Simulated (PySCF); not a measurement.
Cards and structures have been mixed up. Pair them.

Structures:
1. `FC1=CCCP1n1cccc1`
2. `CC[Si@H](O[SiH3])O[SiH2]F`
3. `CC/[C]=N/[H]` [radical]
4. `[S-]c1cccs1`

Card P (geometry GFN2-xTB):
* Rotational constants A, B, C: 5.357, 1.939, 1.424 GHz
* 13C chemical shifts (computed TMS as zero) by class (GIAO PBE0/pcSseg-1): 191.2 (1 C), 127.0 (1 C), 121.1 (1 C), 108.3 (1 C) ppm
* Isotropic shieldings of nuclei other than C and H, by class (GIAO PBE0/pcSseg-1): 262 (1 S), 481 (1 S) ppm
* Point group: Cs

Card Q (geometry GFN2-xTB):
* Rotational constants A, B, C: 1.424, 0.797, 0.549 GHz
* Dipole moment (PBE0/pcSseg-1): 1.42 D
* 13C chemical shifts (computed TMS as zero) by class (GIAO PBE0/pcSseg-1): 13.8 (1 C), 7.6 (1 C) ppm
* Isotropic shieldings of nuclei other than C and H, by class (GIAO PBE0/pcSseg-1): 233 (1 O), 291 (1 O), 337 (1 F), 380 (1 Si), 382 (1 Si), 391 (1 Si) ppm
* Point group: C1
* HOMO energy (PBE0/pcSseg-1): -8.12 eV

Card R (geometry GFN2-xTB):
- Rotational constants A, B, C: 32.869, 4.236, 4.014 GHz
- Isotropic g value (unrestricted B3LYP/pcH-1, mean-field spin–orbit): 2.00133
- Largest isotropic hyperfine couplings (means over sets of like nuclei) (unrestricted B3LYP/pcH-1): 13C +227.4, 1H +139.7, 13C +93.6, 1H +29.1 (×2), 13C +17.8 MHz
- Point group: C1

Card S (geometry GFN2-xTB):
* Rotational constants A, B, C: 1.710, 0.733, 0.684 GHz
* 13C chemical shifts (computed TMS as zero) by class (GIAO PBE0/pcSseg-1): 178.8 (1 C), 127.8 (2 C), 126.7 (1 C), 118.1 (2 C), 31.8 (1 C), 31.4 (1 C) ppm
* HOMO energy (PBE0/pcSseg-1): -6.28 eV
* Point group: C1
* Isotropic shieldings of nuclei other than C and H, by class (GIAO PBE0/pcSseg-1): 83 (1 N), 299 (1 F), 296 (1 P) ppm

Species are written as SMILES; each is one conformer at its optimised geometry, gas phase, non-relativistic unless stated. Electronic properties by PySCF. Hyperfine couplings of like nuclei are means over topologically equivalent atoms, whose single values can differ widely in one geometry; on GFN2-xTB geometries they can lie far from the values at a DFT minimum. NMR classes are plain means over equivalent atoms (diastereotopic ones count apart unless rotation or inversion swaps them), as if these changed places fast.

Question: Which card belongs to which structure?

Answer: P = 4, Q = 2, R = 3, S = 1. What ties each card to its structure:
- 1 (card S), C8H9FNP, monoisotopic mass 169.0 u, 11 heavy atoms: 8 C in 6 classes; the least shielded carbon (178.8 ppm) is a vinylic C–F carbon; an asymmetric top with C = 0.684 GHz.
- 2 (card Q), C2H11FO2Si3, monoisotopic mass 170.0 u, 8 heavy atoms: 2 C in 2 classes; the least shielded carbon (13.8 ppm) is an sp3 carbon bound to silicon; an asymmetric top with C = 0.549 GHz, the lowest such constant on the cards; dipole 1.42 D.
- 3 (card R), C3H6N, monoisotopic mass 56.1 u, 4 heavy atoms: an asymmetric top with C = 4.014 GHz, the highest such constant on the cards; an open shell with its largest isotropic coupling to 13C.
- 4 (card P), [C4H3S2]-, monoisotopic mass 115.0 u, 6 heavy atoms: 4 C in 4 classes; point group Cs; the least shielded carbon (191.2 ppm) is a substituted aromatic carbon; an asymmetric top with C = 1.424 GHz.
